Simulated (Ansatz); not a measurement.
Isolated molecules relaxed with PBE0-D4/def2-TZVP in Ansatz; ΔE leaves out vibrations. CBS: MP2 limit from def2 TZ/QZ plus the TZ coupled-cluster correction, frozen cores. Functionals use def2-TZVPP. def2 core potentials past Kr. For Te outer-core shells are correlated without core-valence functions, which leaves a few kJ/mol of doubt a bond. Each species was taken in one conformer, which may not be the lowest.

Consider the redistribution: `O[SiH](F)[TeH]` + `C[SiH](O)N[SiH2]O` → `C[Si@H](O)N[Si@@H](O)F` + `O[SiH2][TeH]`.

```csv
level,ΔE (kJ/mol)
PBE0-D4,-18.2
B2PLYP,-17.8
HF/def2-QZVPP,-21.6
CCSD/CBS(def2),-19.3
```

**Question.** What does CCSD(T)/CBS give? (Best estimate.)

**Answer.** Ansatz gave: -18.6 kJ/mol. The listed levels differ from it by 0.4, 0.8, -3.0, -0.7 kJ/mol.

Largest T1 diagnostic among the species: 0.012.

In def2-TZVPP, CCSD(T) changes the Hartree–Fock value by +3.1 kJ/mol (the triples alone add +0.7 kJ/mol) and MP2 by +3.7 kJ/mol.
